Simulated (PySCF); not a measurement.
A run for PySCF: R-HF/STO-3G on CH3F3O (a complex), monomers drawn apart or pushed together.

```python
from pyscf import gto, scf, dft, mp
from pyscf.data.elements import chemcore

mol = gto.M(
    atom='''
    O     0.20833246   -0.05705035    0.03326065
    H     0.33080413    0.77345075   -0.43858485
    H     0.69397147   -0.71782353   -0.47160150
    F     0.61368388    1.14282751    3.44875489
    C     0.22218212   -0.08751874    3.07122218
    F    -0.90105456   -0.39115713    3.74315317
    F     1.17748950   -0.95904457    3.44151653
    H     0.06196138   -0.12641450    1.99470222
    ''',
    basis='sto-3g',
    charge=0, spin=0, verbose=3, max_memory=1800)
mf = scf.RHF(mol)
mf.conv_tol = 1e-8
mf.max_cycle = 100
mf.kernel()
if not mf.converged:
    mf = mf.newton().run(mf.mo_coeff, mf.mo_occ)
```

Program output:

```
converged SCF energy = -407.064232009499
```

The run converged.

Cost: very roughly 0.11 core-seconds.
